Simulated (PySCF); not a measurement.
BGeH5O, SMILES B[O][GeH3]. Atoms are numbered in the order given.

```xyz
8

O     -0.5132     1.0546     0.0000
Ge     0.0378    -0.6646     0.0000
H     -0.5506    -1.2935     1.2695
H     -0.5506    -1.2935    -1.2695
H      1.5751    -0.6758     0.0000
B      0.2519     2.1570     0.0000
H      1.4689     2.0752     0.0000
H     -0.3067     3.2339     0.0000
```
Charge 0, spin multiplicity 1.

The structure is a stationary point at PBE0-D3(BJ)/def2-SVP.

Calculation: r2SCAN/def2-TZVPD (PySCF).

ESP charges are fitted to the potential on shells at 1.4 to 2.0 van der Waals radii. Atomic charges (e):

```csv
atom,IAO,ESP fit
O1,-0.56,-0.38
Ge2,0.72,0.35
H3,-0.08,-0.03
H4,-0.08,-0.03
H5,-0.09,-0.04
B6,0.15,0.43
H7,-0.04,-0.15
H8,-0.01,-0.15
```
